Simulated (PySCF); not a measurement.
Isomers of [C6H4NS]+ (charge +1), one GFN2-xTB conformer each. Single-point energies are computed at CAM-B3LYP/def2-SVPD (PySCF, gas phase, no added dispersion term), electronic only.

Question: Rank them by CAM-B3LYP/def2-SVPD energy, lowest first (kJ/mol).
A. `N#Cc1cccc[s+]1`
B. `N#Cc1cc[s+]cc1`

Answer: B (0.0), A (10.7).

Neighbours under 21 kJ/mol apart (N#Cc1cc[s+]cc1 and N#Cc1cccc[s+]1) can change places with a better method, another conformer or zero-point energy. GFN2-xTB itself gives, in the same order: 0.0, 5.9. Both levels put the same isomer lowest.

Which frontier levels and rotational constants go with these structures?

```json
{"SMILES": "N#Cc1cc[s+]cc1", "HOMO (eV, CAM-B3LYP/def2-SVPD)": "-14.97", "LUMO (eV)": "-7.73", "A, B, C (MHz)": "5154, 1159, 946.1"}
{"SMILES": "N#Cc1cccc[s+]1", "HOMO (eV, CAM-B3LYP/def2-SVPD)": "-14.86", "LUMO (eV)": "-7.69", "A, B, C (MHz)": "3742, 1471, 1056"}
```

As an exercise, what shares would exp(−E/RT) give at 298.15 K from these electronic energies alone (no entropy, no degeneracies)?

RT = 2.479 kJ/mol: N#Cc1cc[s+]cc1 98.7 %, N#Cc1cccc[s+]1 1.3 %.
